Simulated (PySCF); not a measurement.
Species: Si(vinyl)2Cl2, C4H6Cl2Si.
Cartesian coordinates in Å at the PBE0-D3(BJ)/def2-SVP level; atoms count from 1:
```xyz
13
C4H6Cl2Si angstrom
Si    -0.4879   -0.3483   -0.4742
C     -0.7137   -0.6380    1.3413
C     -1.4115    0.1665    2.1495
H     -0.2545   -1.5439    1.7596
H     -1.8938    1.0753    1.7741
H     -1.5327   -0.0504    3.2161
C      1.2804   -0.2746   -1.0207
C      1.8366    0.7760   -1.6324
H      1.8961   -1.1634   -0.8262
H      1.2598    1.6804   -1.8538
H      2.8884    0.7752   -1.9391
Cl    -1.4423    1.4124   -1.0014
Cl    -1.3943   -1.9194   -1.4707
```

Lines to be assigned: C 1s: 290.52 (area 2), 290.83 (area 2) eV; Si 1s: 1848.16 eV; Si 2p3/2: 108.09 eV; Cl 1s: 2828.62 eV; Cl 2p3/2: 206.01 eV.

Computed with delta-SCF UKS SCAN, pcX-2 on the ionised atom, pcseg-1 elsewhere, spin-free X2C in PySCF. One conformer (not necessarily the lowest) at the PBE0-D3(BJ)/def2-SVP geometry, without solvent, vibrations or thermal averaging.

Task: Which carbon gives which C 1s line?

Result: 290.52 eV: C2/C7 (carbon bonded to C, Si and H); 290.83 eV: C3/C8 (carbon bonded to C and 2 H). Lowest listed C 1s: C2/C7, bonded to C, H and Si. Highest, 0.31 eV above it: C3/C8, bonded to C and 2 H.

Bonded neighbours of each site: Si1: 2 Cl and 2 C; C2/C7: C, H and Si; C3/C8: C and 2 H; Cl12/Cl13: Si.

Task: Which photon energy gives electrons from C 1s of C3/C8 a kinetic energy of 100 eV, and what is their de Broglie wavelength?

Result: hν = 290.83 + 100 = 390.83 eV, recoil neglected; λ = 12.264 Å/√(E/eV) = 1.23 Å.

One atom of each set of topologically equivalent atoms was ionised and stands for the set; in this conformer not all members are related by symmetry, and their own values weren't computed. Spin–orbit coupling isn't in the SCF: each 2p doublet comes from a relaxed spin-free hole plus a matrix of the shell (mean-field spin–orbit coupling and the ground-state 2p splitting), with 2p3/2 averaged over its two sublevels. 2p1/2 minus 2p3/2 (ligand field included): Si 0.63 eV, Cl 1.65 eV.
